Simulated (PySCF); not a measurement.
ClTe (SMILES Cl[Te+]), charge +1, singlet, at a GFN2-xTB geometry (core potentials on Te); PySCF with LC-WPBE/def2-SVP, TDDFT.

The PySCF input:
```python
from pyscf import gto, scf, dft, tdscf

mol = gto.M(
    atom='''
Te   -0.000000   -0.000000   -0.546615
Cl    0.000000    0.000000    1.671999
''',
    basis='def2-svp',
    ecp={'Te': 'def2-svp'},
    charge=1,
    spin=0,
    verbose=4,
)

mf = dft.RKS(mol)
mf.xc = 'lc_wpbe'
mf.kernel()
td = mf.TDDFT()
td.nstates = 5
td.kernel()
td.analyze(verbose=3)
```

### Question
What does PySCF print? Leave out banner, timings and long lists.

### Answer

```
PySCF version 2.14.0

[INPUT] verbose = 4
[INPUT] num. atoms = 2
[INPUT] num. electrons = 40
[INPUT] charge = 1
[INPUT] spin (= nelec alpha-beta = 2S) = 0
[INPUT] symmetry False subgroup None
[INPUT] Mole.unit = angstrom
[INPUT] Symbol           X                Y                Z      unit          X                Y                Z       unit  Magmom
[INPUT]  1 Te     0.000000000000   0.000000000000  -0.546615000000 AA    0.000000000000   0.000000000000  -1.032952645579 Bohr   0.0
[INPUT]  2 Cl     0.000000000000   0.000000000000   1.671999000000 AA    0.000000000000   0.000000000000   3.159620190547 Bohr   0.0

nuclear repulsion = 97.3149462030619
number of shells = 18
number of NR pGTOs = 97
number of NR cGTOs = 44
basis = def2-svp
ecp = {'Te': 'def2-svp'}

******** <class 'pyscf.dft.rks.RKS'> ********
method = RKS
initial guess = minao
damping factor = 0
level_shift factor = 0
DIIS = <class 'pyscf.scf.diis.CDIIS'>
diis_start_cycle = 1
diis_space = 8
diis_damp = 0
SCF conv_tol = 1e-09
SCF conv_tol_grad = None
SCF max_cycles = 50
direct_scf = True
direct_scf_tol = 1e-13
XC library pyscf.dft.libxc version 7.1.2
    S. Lehtola, C. Steigemann, M. J. T. Oliveira, and M. A. L. Marques,  SoftwareX 7, 1–5 (2018)
XC functionals = lc_wpbe
    O. A. Vydrov and G. E. Scuseria,  J. Chem. Phys. 125, 234109 (2006)
radial grids:
    Treutler-Ahlrichs [JCP 102, 346 (1995); DOI:10.1063/1.469408] (M4) radial grids

becke partition: Becke, JCP 88, 2547 (1988); DOI:10.1063/1.454033
pruning grids: <function nwchem_prune>
grids dens level: 3
symmetrized grids: False
atomic radii adjust function: <function treutler_atomic_radii_adjust>
small_rho_cutoff = 0
Set gradient conv threshold to 3.16228e-05
Initial guess from minao.
tot grids = 40840
init E= -700.308320412786

WARN: HOMO -0.816845857391481 == LUMO -0.816845857391465

cycle= 1 E= -725.5582690953  delta_E= -25.2  |g|= 2.75  |ddm|=  7.4
  HOMO = -0.236929827262987  LUMO = -0.22522573082443  gap/eV = 0.31848
cycle= 2 E= -725.171210016743  delta_E= 0.387  |g|= 3.01  |ddm|= 6.11
  HOMO = -0.421937888652015  LUMO = -0.40012605541463  gap/eV = 0.59353
cycle= 3 E= -727.524662285765  delta_E= -2.35  |g|= 0.41  |ddm|= 3.08
  HOMO = -0.592070465130277  LUMO = -0.393870375527541  gap/eV = 5.39330
cycle= 4 E= -727.5853338173  delta_E= -0.0607  |g|= 0.0641  |ddm|= 0.639
  HOMO = -0.587679164454997  LUMO = -0.367492303362063  gap/eV = 5.99159
cycle= 5 E= -727.588653395561  delta_E= -0.00332  |g|= 0.0517  |ddm|= 0.178
  HOMO = -0.587541911593974  LUMO = -0.367574640430213  gap/eV = 5.98561
cycle= 6 E= -727.589569907484  delta_E= -0.000917  |g|= 0.0191  |ddm|= 0.0574
  HOMO = -0.586331703386911  LUMO = -0.366559038457979  gap/eV = 5.98032
cycle= 7 E= -727.589987220665  delta_E= -0.000417  |g|= 0.00395  |ddm|= 0.0688
  HOMO = -0.586384974869539  LUMO = -0.366938770963721  gap/eV = 5.97144
cycle= 8 E= -727.590019306522  delta_E= -3.21e-05  |g|= 0.00118  |ddm|= 0.0195
  HOMO = -0.586247141562382  LUMO = -0.366968900249667  gap/eV = 5.96686
cycle= 9 E= -727.59002101606  delta_E= -1.71e-06  |g|= 0.000182  |ddm|= 0.00514
  HOMO = -0.586245298753212  LUMO = -0.366960042484585  gap/eV = 5.96706
cycle= 10 E= -727.590021038403  delta_E= -2.23e-08  |g|= 4.01e-05  |ddm|= 0.000525
  HOMO = -0.586239615012708  LUMO = -0.366949281964239  gap/eV = 5.96719
cycle= 11 E= -727.590021039598  delta_E= -1.2e-09  |g|= 8.35e-06  |ddm|= 0.000133
  HOMO = -0.586240671205083  LUMO = -0.366951174329913  gap/eV = 5.96717
cycle= 12 E= -727.590021039652  delta_E= -5.4e-11  |g|= 1.25e-06  |ddm|= 2.58e-05
  HOMO = -0.586240821044292  LUMO = -0.366951183589002  gap/eV = 5.96717
Extra cycle  E= -727.590021039653  delta_E= -4.55e-13  |g|= 7.79e-07  |ddm|= 2.5e-06
converged SCF energy = -727.590021039653

******** <class 'pyscf.tdscf.rks.TDDFT'> for <class 'pyscf.dft.rks.RKS'> ********
nstates = 5 singlet
deg_eia_thresh = 1.000e-03
wfnsym = None
conv_tol = 1e-05
eigh lindep = 1e-12
eigh level_shift = 0
eigh max_cycle = 100

Traceback (most recent call last):
  File "site-packages/pyscf/tdscf/_lr_eig.py", line 617, in real_eig
  File "site-packages/pyscf/tdscf/_lr_eig.py", line 926, in TDDFT_subspace_eigen_solver
  File "site-packages/scipy/_lib/_util.py", line 1181, in wrapper
  File "site-packages/scipy/linalg/_decomp_cholesky.py", line 106, in cholesky
  File "site-packages/scipy/linalg/_decomp_cholesky.py", line 39, in _cholesky
numpy.linalg.LinAlgError: 4-th leading minor of the array is not positive definite

During handling of the above exception, another exception occurred:

Traceback (most recent call last):
  File "input.py", line 20, in <module>
  File "site-packages/pyscf/tdscf/rhf.py", line 1245, in kernel
  File "site-packages/pyscf/tdscf/_lr_eig.py", line 643, in real_eig
RuntimeError: This error is often caused by a problematic SCF solution, such as a saddle-point solution.
```

The run crashed.
